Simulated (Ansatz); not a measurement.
Relaxation of a periodic cell of 13 atoms, Tl$_{12}$F (host Tl, host structure hcp, interstitial F), to a largest force component of 0.08 eV/Å in at most 25 steps.

Theory: DFT PBE, scalar-relativistic, plane waves, PAW (Ansatz). Settings: cutoff 420 eV, k mesh 2x2x3, fermi-dirac smearing 0.05 eV, no spin polarisation.

```xyz
13
Lattice="6.9200 0.0000 0.0000 -5.1900 8.9893 0.0000 0.0000 0.0000 5.5325" Properties=species:S:1:pos:R:3:forces:R:3
Tl 0.000 0.000 0.000 0.75 -0.41 -0.68
Tl 0.000 1.998 2.766 0.84 0.38 0.77
Tl -1.730 2.996 0.000 -0.02 1.13 -0.84
Tl -1.730 4.994 2.766 0.10 -0.01 -0.17
Tl -3.460 5.993 0.000 -0.02 0.11 0.10
Tl -3.460 7.991 2.766 0.04 -0.04 -0.14
Tl 3.460 0.000 0.000 -0.79 -0.39 -0.73
Tl 3.460 1.998 2.766 -0.84 0.42 0.76
Tl 1.730 2.996 0.000 -0.04 0.04 0.14
Tl 1.730 4.994 2.766 0.02 -0.11 -0.10
Tl 0.000 5.993 0.000 -0.11 0.01 0.17
Tl 0.000 7.991 2.766 0.02 -0.92 0.66
F 5.184 1.041 1.375 0.04 -0.20 0.05
```

Problem. Where does it end, and by what steps?

Solution. It converged. The threshold is loose, so the end isn't yet a minimum. Limits of this set-up: coarse k mesh, odd electron count without spin. After 3 steps the energy has fallen by 0.709 eV; Tl9 moved furthest, 0.29 Å.

```tsv
step	energy less start (eV)	largest force component (eV/Å)	accepted
0	0.0000	1.134	yes
1	-0.5736	0.409	yes
2	-0.6725	0.209	yes
3	-0.7086	0.076	yes
```

```xyz
13
Lattice="6.9200 0.0000 0.0000 -5.1900 8.9893 0.0000 0.0000 0.0000 5.5325" Properties=species:S:1:pos:R:3
Tl 0.055 -0.029 -0.176
Tl 0.098 1.985 2.961
Tl -1.809 3.196 -0.089
Tl -1.697 4.961 2.646
Tl -3.544 6.050 -0.060
Tl -3.389 7.982 2.494
Tl 3.374 0.005 -0.189
Tl 3.393 2.023 2.951
Tl 1.662 2.999 0.281
Tl 1.808 4.936 2.820
Tl -0.035 6.028 0.108
Tl 0.083 7.811 2.844
F 5.188 1.038 1.381
```

Time of the run: 30 s on 2 threads of Arm Neoverse V2 (shared host), peak memory 0.69 GiB.
